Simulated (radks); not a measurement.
Effect of the nuclear size on the argon ion Ar+, [Ne] 3s2 3p5. All-electron calculation, Dirac Kohn-Sham, LDA (Slater exchange, Perdew-Wang correlation), spin-unpolarised, spherical densities, finite nucleus; open shells are shared between the two j in proportion to 2j + 1; Fermi nuclear charge, rms radius 3.4274 fm. Program: a radial shooting solver on a logarithmic mesh with Libxc functionals. The rms radius is varied about that value; shifts are against it.

rms radius (fm),total energy shift (eV),density at nucleus (e/bohr^3),1s1/2 shift (meV),2s1/2 shift (meV)
2.8036,-0.00612,4324,-2.58,-0.194
3.1258,-0.00311,4314,-1.31,-0.099
3.4274,0,4306,0.000,0.000
3.6091,0.00201,4301,0.846,0.064
3.9347,0.00586,4293,2.47,0.186

Slopes of the eigenvalues against <r^2> in GHz/fm^2, as finite differences over the two radii next to the reference (eigenvalue slopes, not the field-shift constants of lines): 1s1/2 160, 2s1/2 12.0.
